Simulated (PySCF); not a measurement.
An unknown is described by computed data only.

Elements present: C, F, H and O. Monoisotopic mass: 99.0241 u (electron mass counted); charge +1.

| Property | Result |
| --- | --- |
| 1H NMR | chemical shifts (computed TMS as zero) by class: 9.77 (1 H), 9.30 (1 H), 8.69 (1 H), 8.39 (1 H) ppm [GIAO PBE0/pcSseg-1] |
| NMR, other nuclei | isotropic shieldings of nuclei other than C and H, by class: 4 (1 O), 191 (1 F) ppm [GIAO PBE0/pcSseg-1] |
| 13C NMR | chemical shifts (computed TMS as zero) by class: 178.5 (1 C), 175.4 (1 C), 169.6 (1 C), 132.9 (1 C), 120.8 (1 C) ppm [GIAO PBE0/pcSseg-1] |
| UV, first state | lowest singlet excitation: 5.16 eV (240 nm, f = 0.153) [TDDFT PBE0/def2-SVPD] |
| UV, strongest line | among the 6 lowest singlet transitions: S5 at 7.57 eV (164 nm, f = 0.511) [TDDFT PBE0/def2-SVPD] |
| Couplings | largest of the computed one-bond spin–spin couplings (means over like bonds): 19F–13C -408.7, 13C–1H +229.1, 13C–1H +199.0, 13C–1H +196.0, 13C–1H +189.6, 13C–13C +87.1, 13C–13C +65.1, 13C–13C +57.4 Hz [B3LYP/pcJ-1, spin–dipole term left out for some pairs] |
| Rotational structure | rotational constants A, B, C: 5.828, 2.739, 1.863 GHz [GFN2-xTB] |

Gas-phase values; electronic properties from PySCF, density fitting. Levels stand in brackets. Isolated species at its GFN2-xTB geometry, gas phase. Each NMR value is the plain mean over a class of atoms that symmetry, rotation or inversion makes alike.

Question: Which formula fits the mass and the elements?

Answer: C5H4FO (calculated 99.0241). No other formula that holds each of these elements comes within 0.0003 u with a fitting electron parity and a possible valence count.

Question: What is the compound? Reason from the data.

Answer: Numbering: `[F:1][c:2]1[cH:3][cH:4][cH:5][cH:6][o+:7]1`. 5 carbons fall into 5 classes; from least to most shielded: aromatic C–F carbon [C2] (178.5 ppm), aromatic CH carbon [C4] (175.4 ppm), aromatic CH next to a ring oxygen [C6] (169.6 ppm), aromatic CH carbon [C5] (132.9 ppm), aromatic CH carbon [C3] (120.8 ppm). Hydrogen classes from least to most shielded: 1 H on an aromatic CH carbon, C4 (9.77 ppm), 1 H on an aromatic CH next to a ring oxygen, C6 (9.30 ppm), 1 H on an aromatic CH carbon, C5 (8.69 ppm), 1 H on an aromatic CH carbon, C3 (8.39 ppm). The other shieldings belong to: 4 ppm, ring oxygen [O7]; 191 ppm, aryl fluorine [F1]. The couplings run between: -408.7 Hz, aryl fluorine [F1] and aromatic C–F carbon [C2]; +229.1 Hz, aromatic CH next to a ring oxygen [C6] and its hydrogen; +199.0 Hz, aromatic CH carbon [C3] and its hydrogen; +196.0 Hz, aromatic CH carbon [C5] and its hydrogen; +189.6 Hz, aromatic CH carbon [C4] and its hydrogen; +87.1 Hz, aromatic C–F carbon [C2] and aromatic CH carbon [C3]; +65.1 Hz, aromatic CH carbon [C5] and aromatic CH next to a ring oxygen [C6]; +57.4 Hz, aromatic CH carbon [C3] and aromatic CH carbon [C4]. S1 is mainly HOMO→LUMO (weight 0.96); the largest Löwdin shares of the orbital it empties are 0.22 on the aromatic CH next to a ring oxygen, 0.19 on an aromatic CH carbon, 0.18 on an aromatic CH carbon and 0.16 on the aromatic C–F carbon, of the orbital it fills 0.27 on an aromatic CH carbon, 0.17 on the aromatic CH next to a ring oxygen, 0.17 on the ring oxygen and 0.14 on the aromatic C–F carbon. The optimised geometry has point group Cs and is an asymmetric top. Structure: `Fc1cccc[o+]1`. The assignments are read from this structure; whether some other isomer fits the data as well wasn't checked.
